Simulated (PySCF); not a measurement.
Working out the ionisation energy of Fe(9+)

Fe(9+) [Ne] 3s2 3p5 (2P) → Fe(10+) [Ne] 3s2 3p4 (3P). Computed with PySCF 2.14 in an uncontracted even-tempered set (19 s from 0.4 bohr⁻², ratio 2.5; 12 p from 0.52 bohr⁻², ratio 2.5; 5 d from 4.4 bohr⁻², ratio 2.7; 4 f from 6.5 bohr⁻², ratio 2.7), with scalar relativity by spin-free X2C-1e. Frozen: 1s2; the 19 highest virtual orbitals dropped. Energies in hartree (1 hartree = 27.21139 eV):

```json
{"part": "UHF", "Fe(9+) (lower)": "-1242.579192", "Fe(10+) (upper)": "-1233.008144"}
{"part": "CCSD correlation", "Fe(9+) (lower)": "-0.557724", "Fe(10+) (upper)": "-0.526773"}
{"part": "(T)", "Fe(9+) (lower)": "-0.003619", "Fe(10+) (upper)": "-0.003470"}
```

Problem. What does Hartree-Fock give?

Solution. (-1233.008144) − (-1242.579192) = 9.571048 hartree = 260.441 eV.

Problem. What do CCSD and CCSD(T) give?

Solution. The CCSD correlation energies differ by 0.030951 hartree = 0.842 eV and the triples by 0.000149 hartree = 0.004 eV, so CCSD gives 261.283 eV and CCSD(T) 261.287 eV.

A first-order spin-orbit estimate adds -0.030 eV to CCSD(T) (outer shells), giving 261.257 eV against 262.1 ± 0.12 eV (semi-empirical (NIST evaluation); NIST Atomic Spectra Database, ionization energies).

What remains against the reference includes basis incompleteness, the frozen core and higher excitations.
